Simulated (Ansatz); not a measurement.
Geometry optimisation, Ansatz, RKS LDA/def2-SVP.

Input file:

```yaml
crystal:
  periodic: [false, false, false]
  atoms:
    - { symbol: C, position_ang: [0.6585, -2.386, -0.2423] }
    - { symbol: C, position_ang: [0.3155, -0.9476, 0.2787] }
    - { symbol: Si, position_ang: [-0.268, 0.2029, -1.1094] }
    - { symbol: Cl, position_ang: [1.3852, 0.4612, -2.4894] }
    - { symbol: Al, position_ang: [-0.7818, 2.2868, -0.1783] }
    - { symbol: "N", position_ang: [-2.55497, 3.02475, -0.3589] }
    - { symbol: H, position_ang: [-0.2731, -2.7712, -0.7185] }
    - { symbol: H, position_ang: [0.9624, -2.9819, 0.5766] }
    - { symbol: H, position_ang: [1.4339, -2.29, -0.9607] }
    - { symbol: H, position_ang: [1.2356, -0.5249, 0.7743] }
    - { symbol: H, position_ang: [-0.4943, -0.9997, 1.0651] }
    - { symbol: H, position_ang: [-1.3979, -0.3552, -1.7468] }
    - { symbol: H, position_ang: [0.36249, 3.17013, 0.59104] }
    - { symbol: H, position_ang: [-3.21542, 2.34411, 0.03163] }
    - { symbol: H, position_ang: [-2.76078, 3.03861, -1.40807] }
basis:
  gaussian: { orbitals: def2-SVP }
hamiltonian:
  xc: lda
relax:
  f_tol: 0.015
  max_steps: 40
```

Command:

```bash
$ ansatz run input.yaml --threads 2 --pin off --max-ram 3072MiB --backend cpu --events-out ev --progress --plain --runs-dir out
```

**Question.** Where does it end, and by what steps?

**Answer.** It converged. After 17 steps the energy has fallen by 1.200 eV; H14 moved furthest, 1.68 Å.

```csv
step,energy less start (eV),largest force component (eV/Å),accepted
0,0.0000,2.555,yes
1,-0.4888,1.175,yes
2,-0.5925,0.649,yes
3,-0.6283,0.927,yes
4,-0.7080,0.786,yes
5,-0.7963,0.961,yes
6,-0.9029,1.317,yes
7,-1.0827,0.721,yes
8,-1.1474,0.288,yes
9,-1.1655,0.217,yes
10,-1.0661,0.854,no
11,-1.1832,0.194,yes
12,-1.1946,0.144,yes
13,-1.1934,0.381,no
14,-1.1972,0.051,yes
15,-1.1986,0.106,yes
16,-1.2001,0.062,yes
17,-1.2003,0.015,yes
```

```xyz
15
Properties=species:S:1:pos:R:3
C 0.814 -2.405 -0.323
C 0.239 -1.153 0.309
Si -0.337 0.101 -0.964
Cl 1.317 0.459 -2.215
Al -0.890 2.336 -0.182
N -2.506 2.998 -0.479
H 0.049 -2.948 -0.921
H 1.211 -3.116 0.434
H 1.645 -2.149 -1.016
H 0.988 -0.649 0.962
H -0.636 -1.381 0.963
H -1.376 -0.567 -1.839
H 0.159 3.291 0.563
H -2.800 3.949 -0.231
H -3.268 2.507 -0.956
```

Run time: 56 s on 2 threads of Arm Neoverse V1, with other jobs on the host, peak memory 0.19 GiB.
